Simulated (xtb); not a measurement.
xtb input:

```bash
xtb mol.xyz --gfn 1 --sp --chrg 1 --uhf 0
```
mol.xyz:
```
3

Y      0.33261664     0.04192866    -0.05416250
F     -1.03360201     1.11750172    -0.86898011
F     -0.40773676    -1.29919258     1.10368429
```

Which total energy does the run end on?

-10.74748 Eh (GFN1-xTB).

The spin state was set by rule; other spins were not relaxed.
